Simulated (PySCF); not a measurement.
CH7Cl2NSi2, SMILES CN[Si@@H]([SiH2]Cl)Cl.

Coordinates come from a PBE-D3(BJ)/def2-SVP optimisation. The structure was generated by enumeration; whether it is a known compound was not checked. Other conformers were not sampled.

Vertical ionisation energy (IE) and electron affinity (EA) in eV. Rows of orbital energies are one-electron estimates. Where ΔSCF, EOM or ADC give a negative EA the extra electron is unbound and the value depends on the basis.

```json
[
 {"level": "−ε(HOMO), −ε(LUMO), M06-2X/def2-TZVP (PySCF)", "IE": "8.75", "EA": "-0.18"},
 {"level": "−ε(HOMO), −ε(LUMO), PBE/def2-TZVP (PySCF)", "IE": "6.08", "EA": "1.50"}
]
```
